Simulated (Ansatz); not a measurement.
Start from `[NH]=[Mo](=[NH])([OH])[Cl]` and change one atom or group to get `[NH]=[Mo](=[NH])([NH2])[Cl]`.

Ansatz, PBE0-D4/def2-TZVP geometries, multiplicity 1. Each molecule was computed in one conformer, which needn't be the lowest.

Elements past krypton have def2 core potentials.

```json
{"property": "LUMO energy (PBE0/def2-TZVPP) / eV", "`[NH]=[Mo](=[NH])([OH])[Cl]`": "-1.96"}
{"property": "LUMO energy (ωB97M-V/def2-TZVPP) / eV", "`[NH]=[Mo](=[NH])([OH])[Cl]`": "0.12"}
{"property": "HOMO energy (PBE/def2-TZVPP) / eV", "`[NH]=[Mo](=[NH])([OH])[Cl]`": "-6.74"}
{"property": "HOMO–LUMO gap (PBE0/def2-TZVPP) / eV", "`[NH]=[Mo](=[NH])([OH])[Cl]`": "6.13"}
{"property": "HOMO–LUMO gap (B3LYP/def2-TZVPP) / eV", "`[NH]=[Mo](=[NH])([OH])[Cl]`": "5.66"}
{"property": "HOMO–LUMO gap (ωB97M-V/def2-TZVPP) / eV", "`[NH]=[Mo](=[NH])([OH])[Cl]`": "10.41"}
```

Question: Give the same properties after the change, and the shifts. (Best estimate.)

Answer: The calculation gave: 
| property | `[NH]=[Mo](=[NH])([NH2])[Cl]` | shift |
| --- | --- | --- |
| LUMO energy (PBE0/def2-TZVPP) / eV | -1.62 | 0.34 |
| LUMO energy (ωB97M-V/def2-TZVPP) / eV | 0.43 | 0.31 |
| HOMO energy (PBE/def2-TZVPP) / eV | -6.40 | 0.34 |
| HOMO–LUMO gap (PBE0/def2-TZVPP) / eV | 6.06 | -0.07 |
| HOMO–LUMO gap (B3LYP/def2-TZVPP) / eV | 5.61 | -0.05 |
| HOMO–LUMO gap (ωB97M-V/def2-TZVPP) / eV | 10.30 | -0.11 |

With PBE0 the HOMO rises by 0.41 eV and the LUMO rises by 0.34 eV, so the gap narrows by about 0.07 eV. PBE moves the HOMO by 0.34 eV and ωB97M-V by 0.43 eV. The zero-point energy changes by 32.2 kJ/mol with +3 modes.

B3LYP here is the variant with VWN-RPA as its local correlation; programs differ in this.
